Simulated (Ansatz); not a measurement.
Species: sum formula AlOF2H, charge 0, multiplicity 1. 
Structure (B3LYP-D3(BJ)/def2-TZVP (Ansatz, a first-principles code) minimum search):
```xyz
5

O      1.6043    -0.4426     0.0146
Al    -0.0158    -0.0052    -0.0007
F     -1.1540    -1.1796    -0.0993
F     -0.5081     1.5604     0.0797
H      2.3301     0.1804     0.0700
```
Charge 0, spin multiplicity 1.

Wanted: vertical triplet-singlet gap (E(triplet) - E(singlet); each state is the SCF solution reached for its spin), in eV. Correlated levels leave the core frozen unless marked. UHF or UKS for open shells. No spin-orbit coupling. Non-relativistic. CBS(X,Y): correlation extrapolated as X^-3; Hartree-Fock from the larger set.

CCSD(T)/CBS(aug-cc-pV(T+d)Z,aug-cc-pV(Q+d)Z) (Ansatz) gives 7.35 eV.

### Question
Another calculation gave 7.19 eV. Which level was it?
(A) CAM-B3LYP/def2-TZVPD (Ansatz)
(B) wB97M-V/def2-TZVPD (Ansatz)
(C) wB97X-V/def2-TZVPD (Ansatz)
(D) PBE/def2-TZVPD (Ansatz)

### Answer
B, wB97M-V/def2-TZVPD (Ansatz). The others give 7.32 (wB97X-V), 6.51 (PBE), 7.08 (CAM-B3LYP) eV.
